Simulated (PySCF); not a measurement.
## Electron correlation in Tc⁺ (technetium, charge +1)

[Kr] 4d5 5s1, high-spin 7S determinant. All numbers are calculated (PySCF 2.14, scalar relativity by spin-free X2C-1e, in aug-cc-pVTZ-DK). Frozen: [Kr]; 6 electrons correlated.

MP2 pair energies summed by pair of shells (mhartree):

| pair | energy | share (%) |
| --- | --- | --- |
| 4d-4d | -58.97 | 73.8 |
| 4d-5s | -20.93 | 26.2 |

Total MP2 correlation energy: -79.89 mhartree.

Same-spin part -79.89 and opposite-spin part 0.00 mhartree; SCS-MP2 scales them by 1/3 and 6/5 to -26.63 mhartree.
